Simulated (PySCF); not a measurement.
**Finite-field polarisability of F (fluorine, neutral)**

[He] 2s2 2p5, 2P determinant. Calculation: PySCF 2.14, in aug-cc-pVTZ (5s4p3d2f, 46 functions); the non-relativistic Hamiltonian (point nucleus). Frozen: 1s2. Energy changes in a uniform field (μhartree):

| axis | F (au) | HF | MP2 | CCSD | CCSD(T) |
| --- | --- | --- | --- | --- | --- |
| x | 0.0083 | -100.918 | -108.833 | -108.120 | -109.137 |
| x | 0.0166 | -403.736 | -435.421 | -432.573 | -436.642 |
| y | 0.0079 | -99.819 | -110.746 | -109.891 | -111.472 |
| y | 0.0158 | -399.465 | -443.247 | -439.823 | -446.161 |

By symmetry the remaining axis equals y.

(1) Derive α along x at CCSD(T) from the two fields.

(2) And the mean polarisability at each level?

CCSD(T) lies more than 5 % below the reference, which points to too few diffuse and polarisation functions.

Answers

(1) With ΔE = −αF²/2 − γF⁴/24, α = −(16 ΔE(F) − ΔE(2F))/(6F²) = 3.168 bohr³.

(2) The components xx, yy, zz at CCSD(T) are 3.168, 3.572, 3.572, the third axis being equal by symmetry to one of the two computed. Means: HF 3.109, MP2 3.419, CCSD 3.394, CCSD(T) 3.437 bohr³. Reference: 3.74 ± 0.08 bohr³ (recommended; Schwerdtfeger and Nagle, table of static dipole polarizabilities (2023 update)).
